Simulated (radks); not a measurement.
The numbers below are computed, except where a source is named.
Effect of the nuclear size on the chlorine ion Cl3+, [Ne] 3s2 3p2. Code: a radial shooting solver on a logarithmic mesh with Libxc functionals. Model: Dirac Kohn-Sham, LDA (Slater exchange, Perdew-Wang correlation), spin-unpolarised, spherical densities, finite nucleus; open shells are shared between the two j in proportion to 2j + 1; Fermi nuclear charge, rms radius 3.3654 fm. The rms radius is varied about that value; shifts are against it.

| rms radius (fm) | total energy shift (eV) | density at nucleus (e/bohr^3) | 1s1/2 shift (meV) | 2s1/2 shift (meV) |
|---|---|---|---|---|
| 2.7327 | -0.00476 | 3586 | -2.00 | -0.144 |
| 3.2476 | -0.000959 | 3575 | -0.402 | -0.029 |
| 3.3654 | 0 | 3572 | 0.000 | 0.000 |
| 3.6918 | 0.00283 | 3566 | 1.19 | 0.086 |
| 4.1361 | 0.00710 | 3558 | 2.98 | 0.215 |

Slopes of the eigenvalues against <r^2> in GHz/fm^2, as finite differences over the two radii next to the reference (eigenvalue slopes, not the field-shift constants of lines): 1s1/2 125, 2s1/2 9.01.
